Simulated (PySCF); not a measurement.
C$_{2}$H$_{5}$ClMg (SMILES C[CH2][Mg][Cl]), singlet, at a GFN2-xTB geometry (such geometries of metal compounds can be far from the true shape). Base run: HF/6-31G* (PySCF).

Input for PySCF:
```python
from pyscf import gto, scf, solvent

mol = gto.M(
    atom='''
Mg    0.574566   -0.460035    0.749933
Cl    0.368747    1.691822    0.657781
C    -0.364057   -1.786980   -0.600472
C    -1.079242   -0.924923   -1.624034
H    -1.080624   -2.422447   -0.077807
H     0.368321   -2.427754   -1.093202
H    -0.370824   -0.294810   -2.167807
H    -1.815668   -0.276680   -1.142260
H    -1.604892   -1.547437   -2.353367
''',
    basis='6-31g*',
    charge=0,
    spin=0,
    verbose=4,
)

mf = scf.RHF(mol)
mf.kernel()
```

Each row names what was changed in the base input (with any setting that the change needs).

```
change                                                            ΔE vs base (kJ/mol)  dipole (D)  HOMO-LUMO gap (eV)
----------------------------------------------------------------  -------------------  ----------  ------------------
base                                                                             0.00        4.75                9.20
model = ddCOSMO; solvent = dimethylsulfoxide                                   -142.1        6.95               10.51
model = IEF-PCM; solvent = dimethylsulfoxide; vdw_scale = 1.4                   -45.9        5.88               10.02
model = IEF-PCM; solvent = dimethylsulfoxide; vdw_scale = 1.0                  -144.4        6.90               10.50
model = IEF-PCM; solvent = dimethylsulfoxide; lebedev_order = 41                -78.7        6.32               10.29
model = IEF-PCM; solvent = dimethylsulfoxide; vdw_scale = 1.1                  -105.6        6.59               10.41
model = IEF-PCM; solvent = chloroform                                           -55.9        5.87                9.95
model = C-PCM; solvent = dimethylsulfoxide                                      -79.3        6.34               10.30
model = IEF-PCM; solvent = dimethylsulfoxide                                    -78.5        6.32               10.28
model = IEF-PCM; solvent = dimethylsulfoxide; r_probe = 0.5                     -37.0        5.74                9.92
model = COSMO; solvent = dimethylsulfoxide                                      -78.3        6.32               10.28
model = SS(V)PE; solvent = dimethylsulfoxide                                    -78.2        6.30               10.28
```

The base is the gas phase, so ΔE is the electrostatic part of solvation at a fixed geometry, without cavity and dispersion terms.
